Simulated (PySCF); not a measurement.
A spin–spin coupling run with PySCF 2.14.0 with density-fitted response routines (density fitting, non-relativistic, gas phase) on `O(C1=CC1=C)C(F)(F)F`, C$_{5}$H$_{3}$F$_{3}$O:

```
{"job": {"kind": "j", "xc": "B3LYP", "basis": "pcJ-1"}, "charge": 0, "multiplicity": 1}
C     -0.676501     0.970148    -2.454007
C     -0.623989     0.388380    -1.283778
C     -1.182013    -0.411813    -0.185648
C      0.054730     0.040192    -0.061548
O      1.188440     0.131328     0.676249
C      1.161198    -0.480054     1.862373
F      2.330108    -0.321207     2.461220
F      0.217914     0.003775     2.681333
F      0.927671    -1.795847     1.771439
H      0.160950     1.520407    -2.843830
H     -1.561597     0.915771    -3.061570
H     -1.995713    -0.961765     0.220645
```

Hardware: 1 thread of an Arm Neoverse V1, shared host. The job also computes field gradients.

**Question.** How large is the calculation?

**Answer.** 68 electrons, 273 basis functions and 947 auxiliary functions.

**Question.** How long does it take?

**Answer.** 78 s of wall time, with 14 SCF cycles. Times on a shared host scatter by some tens of per cent.
